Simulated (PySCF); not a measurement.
Dissociation curve of KCl, singlet.

Computed with: UKS-M06-2X = unrestricted M06-2X/def2-TZVP run with PySCF; RKS-M06-2X = restricted M06-2X/def2-TZVP (PySCF 2.14.0); UCCSD(T) = PySCF with CCSD(T) on UHF/def2-TZVP, 10 core orbitals frozen; RCCSD = CCSD on RHF/def2-TZVP, 10 core orbitals frozen run with PySCF.

Energies are in kcal/mol, each relative to the lowest point of its own curve near equilibrium.

```json
[
 {"R / Å": "2.13", "UKS-M06-2X": "41.0", "RKS-M06-2X": "41.0", "UCCSD(T)": "43.7", "RCCSD": "44.1"},
 {"R / Å": "2.31", "UKS-M06-2X": "14.9", "RKS-M06-2X": "14.9", "UCCSD(T)": "16.2", "RCCSD": "16.5"},
 {"R / Å": "2.40", "UKS-M06-2X": "7.7", "RKS-M06-2X": "7.7", "UCCSD(T)": "8.7", "RCCSD": "8.8"},
 {"R / Å": "2.50", "UKS-M06-2X": "2.9", "RKS-M06-2X": "2.9", "UCCSD(T)": "3.5", "RCCSD": "3.6"},
 {"R / Å": "2.58", "UKS-M06-2X": "0.9", "RKS-M06-2X": "0.9", "UCCSD(T)": "1.2", "RCCSD": "1.2"},
 {"R / Å": "2.68", "UKS-M06-2X": "0.0", "RKS-M06-2X": "0.0", "UCCSD(T)": "0.0", "RCCSD": "0.0"},
 {"R / Å": "2.79", "UKS-M06-2X": "0.5", "RKS-M06-2X": "0.5", "UCCSD(T)": "0.2", "RCCSD": "0.2"},
 {"R / Å": "2.85", "UKS-M06-2X": "1.3", "RKS-M06-2X": "1.3", "UCCSD(T)": "0.9", "RCCSD": "0.8"},
 {"R / Å": "2.97", "UKS-M06-2X": "3.6", "RKS-M06-2X": "3.6", "UCCSD(T)": "2.9", "RCCSD": "2.8"},
 {"R / Å": "3.08", "UKS-M06-2X": "6.2", "RKS-M06-2X": "6.2", "UCCSD(T)": "5.3", "RCCSD": "5.2"},
 {"R / Å": "3.36", "UKS-M06-2X": "13.9", "RKS-M06-2X": "13.9", "UCCSD(T)": "12.6", "RCCSD": "12.5"},
 {"R / Å": "3.63", "UKS-M06-2X": "21.5", "RKS-M06-2X": "21.5", "UCCSD(T)": "20.0", "RCCSD": "19.8"},
 {"R / Å": "4.07", "UKS-M06-2X": "32.7", "RKS-M06-2X": "32.7", "UCCSD(T)": "31.2", "RCCSD": "30.9"},
 {"R / Å": "4.46", "UKS-M06-2X": "41.2", "RKS-M06-2X": "41.2", "UCCSD(T)": "39.8", "RCCSD": "39.5"},
 {"R / Å": "4.80", "UKS-M06-2X": "47.6", "RKS-M06-2X": "47.6", "UCCSD(T)": "46.4", "RCCSD": "46.0"},
 {"R / Å": "5.34", "UKS-M06-2X": "56.2", "RKS-M06-2X": "56.2", "UCCSD(T)": "55.2", "RCCSD": "54.7"},
 {"R / Å": "5.95", "UKS-M06-2X": "63.9", "RKS-M06-2X": "63.9", "UCCSD(T)": "63.1", "RCCSD": "62.5"},
 {"R / Å": "6.50", "UKS-M06-2X": "69.3", "RKS-M06-2X": "69.3", "UCCSD(T)": "68.7", "RCCSD": "68.0"},
 {"R / Å": "7.26", "UKS-M06-2X": "74.9", "RKS-M06-2X": "74.9", "UCCSD(T)": "74.7", "RCCSD": "74.0"},
 {"R / Å": "8.00", "UKS-M06-2X": "78.9", "RKS-M06-2X": "78.9", "UCCSD(T)": "—", "RCCSD": "78.4"}
]
```

Dashes: no converged value, or the column stops at the first point that the program doubted or that broke a chosen test of continuity, which isn't proof of a fault.

The unrestricted determinant behind UKS-M06-2X is spin-contaminated at 8.00 Å (<S²> up to 0.1, against 0.00 for a pure singlet). At the longest distance UKS-M06-2X, RKS-M06-2X leaves fractional charges on the fragments, a sign of delocalisation error or of the restricted form. The restricted form behind RKS-M06-2X keeps the bonding electrons paired and can't separate into open-shell fragments. The unrestricted determinant behind UCCSD(T) is spin-contaminated at 8.00 Å (<S²> up to 1.0, against 0.00 for a pure singlet).
